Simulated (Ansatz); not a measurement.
Isolated molecules relaxed with PBE0-D4/def2-TZVP in Ansatz; ΔE leaves out vibrations. CCSD(T)/CBS is the MP2 limit (def2-TZVPP, def2-QZVPP) plus CCSD(T) − MP2 in def2-TZVPP, frozen cores. DFT in def2-TZVPP. B3LYP here is the variant with VWN-RPA as its local correlation; programs differ in this. For Ga outer-core shells are correlated without core-valence functions, which leaves a few kJ/mol of doubt a bond. Scalar relativity is left out up to krypton. Each species was taken in one conformer, which may not be the lowest.

`[SiH3][SiH2][GaH2]` + `CO[SiH](O)F` → `CO[SiH](F)O[SiH3]` + `[SiH3][GaH2]`  (cleavage of the Si–Si bond)

```json
{"level": "PBE-D4", "ΔE (kJ/mol)": "-64.9", "difference from CCSD(T)/CBS": "27.1"}
{"level": "PBE0-D4", "ΔE (kJ/mol)": "-73.6", "difference from CCSD(T)/CBS": "18.4"}
{"level": "B3LYP-D4", "ΔE (kJ/mol)": "-93.4", "difference from CCSD(T)/CBS": "-1.4"}
{"level": "ωB97M-V", "ΔE (kJ/mol)": "-94.9", "difference from CCSD(T)/CBS": "-2.9"}
{"level": "B2PLYP", "ΔE (kJ/mol)": "-97.1", "difference from CCSD(T)/CBS": "-5.1"}
{"level": "PBE", "ΔE (kJ/mol)": "-65.3", "difference from CCSD(T)/CBS": "26.7"}
{"level": "r2SCAN", "ΔE (kJ/mol)": "-83.9", "difference from CCSD(T)/CBS": "8.1"}
{"level": "HF/def2-TZVPP", "ΔE (kJ/mol)": "-123.3", "difference from CCSD(T)/CBS": "-31.3"}
{"level": "SCS-MP2/def2-TZVPP", "ΔE (kJ/mol)": "-104.1", "difference from CCSD(T)/CBS": "-12.1"}
{"level": "CCSD/def2-TZVPP", "ΔE (kJ/mol)": "-96.8", "difference from CCSD(T)/CBS": "-4.8"}
{"level": "CCSD(T)/def2-TZVPP", "ΔE (kJ/mol)": "-92.2", "difference from CCSD(T)/CBS": "-0.2"}
{"level": "HF/def2-QZVPP", "ΔE (kJ/mol)": "-126.3", "difference from CCSD(T)/CBS": "-34.3"}
{"level": "MP2/def2-QZVPP", "ΔE (kJ/mol)": "-97.9", "difference from CCSD(T)/CBS": "-5.9"}
{"level": "SCS-MP2/def2-QZVPP", "ΔE (kJ/mol)": "-104.8", "difference from CCSD(T)/CBS": "-12.8"}
{"level": "HF/CBS(def2)", "ΔE (kJ/mol)": "-126.7", "difference from CCSD(T)/CBS": "-34.7"}
{"level": "CCSD/CBS(def2)", "ΔE (kJ/mol)": "-96.5", "difference from CCSD(T)/CBS": "-4.5"}
{"level": "CCSD(T)/CBS", "ΔE (kJ/mol)": "-92.0", "difference from CCSD(T)/CBS": "0"}
```

Largest T1 diagnostic among the species: 0.014.

In def2-TZVPP, CCSD(T) changes the Hartree–Fock value by +31.1 kJ/mol (the triples alone add +4.6 kJ/mol) and MP2 by +26.3 kJ/mol. From PBE to PBE0 (25 % exact exchange), in def2-TZVPP and without D4, ΔE moves by −8.6 kJ/mol.
